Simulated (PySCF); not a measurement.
Cartesian coordinates in Å; atom numbers follow the order of the lines, from 1:
```xyz
24

C     3.293    0.220   -0.397
C     1.951   -0.498   -0.398
C     0.760    0.433   -0.173
Si   -0.928   -0.403   -0.175
C    -1.077   -1.630    1.230
C    -1.268   -1.229   -1.819
O    -2.096    0.778    0.050
Si   -2.340    2.379    0.365
H     3.331    0.988   -1.186
H     4.129   -0.476   -0.566
H     3.469    0.729    0.564
H     1.959   -1.282    0.380
H     1.826   -1.034   -1.355
H     0.748    1.221   -0.949
H     0.877    0.964    0.791
H    -2.086   -2.071    1.254
H    -0.897   -1.144    2.202
H    -0.352   -2.452    1.120
H    -1.189   -0.506   -2.645
H    -0.552   -2.045   -2.011
H    -2.282   -1.657   -1.838
H    -1.840    2.740    1.729
H    -1.629    3.237   -0.634
H    -3.802    2.666    0.294
```

Geometry: PBE0-D3(BJ)/def2-SVP; GIAO shifts from PySCF 2.14, gas phase, non-relativistic, averaged over equivalent atoms.

At CAM-B3LYP/pcSseg-1 (230 basis functions, 87 s wall time on 1 thread of an x86-64 server CPU, shared host):
```csv
atoms,δ (ppm)
C3,21.7
C1,20.4
C2,19.7
C5/C6,-0.6
Si4,20.3
Si8,-47.8
O7,33.4
H22/H23/H24,4.83
H9/H10/H11,1.05
H12/H13,1.03
H14/H15,0.46
H16/H17/H18/H19/H20/H21,0.11
```

References, each an isolated molecule treated in the same way: 13C (σ = 182.45 ppm) and 29Si (σ = 343.41 ppm) and 1H (σ = 31.33 ppm) vs TMS; 17O (σ = 338.55 ppm) against H2O.

**Question.** What do these become at PBE0/pcSseg-1?

**Answer.** 
```
                  atoms  δ at PBE0/pcSseg-1  change
                     C3                21.3    -0.4
                     C1                20.5    +0.1
                     C2                19.9    +0.2
                  C5/C6                -0.6    +0.0
                    Si4                21.5    +1.2
                    Si8               -43.6    +4.2
                     O7                29.9    -3.5
            H22/H23/H24                4.94   +0.11
             H9/H10/H11                1.03   -0.02
                H12/H13                1.04   +0.01
                H14/H15                0.50   +0.04
H16/H17/H18/H19/H20/H21                0.12   +0.01
```

Shifts are taken against calculated references (same method and geometry level): 13C (σref 184.41), 29Si (σref 351.99), 1H (σref 31.27) against TMS; 17O (σref 334.56) vs H2O.

The largest change is at Si8 (silicon bonded to O, 3 H). Cost: 230 basis functions, 70 s wall time on 1 thread of an x86-64 server CPU, shared host. The order of the carbon signals is the same at both levels.

Experimental scales use liquid or dissolved standards, which lie at an offset from isolated H2O (liquid H2O: subtract about 36 ppm).
